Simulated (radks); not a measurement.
Results of a calculation; reference values are marked as such.
Ionisation of neutral chlorine, [Ne] 3s2 3p5, to [Ne] 3s2 3p4 as the strength of local exchange is varied. Code: a radial shooting solver on a logarithmic mesh with Libxc functionals. Model: Dirac Kohn-Sham, Slater X-alpha exchange (alpha = 2/3 is LDA exchange), no correlation, spin-unpolarised, spherical densities, finite nucleus; open shells fill j = l - 1/2 first; Fermi nuclear charge, rms radius 3.3654 fm.

alpha  E(Cl) (hartree)  exchange (hartree)  IE (eV)  -e of the level emptied (eV)  <r> of it (bohr)
0.63        -457.40147           -23.90048   12.139                 7.006 (3p3/2)             1.889
0.667       -458.80702           -25.37165   12.603                 7.413 (3p3/2)             1.871
0.755       -462.16498           -28.90048   13.738                 8.417 (3p3/2)             1.829
0.92        -468.51807           -35.62989   15.981                10.431 (3p3/2)             1.757
0.941       -469.33196           -36.49690   16.278                10.700 (3p3/2)             1.748

NIST Atomic Spectra Database: 12.968 eV (measured). The Delta-SCF value meets it near alpha = 0.70. Spin polarisation and multiplet splitting are left out, so open shells lie too high by an amount that depends on their filling.

Beside tabulated values, note that spin-unpolarised runs miss the spin-polarisation part of the exchange energy of open shells.
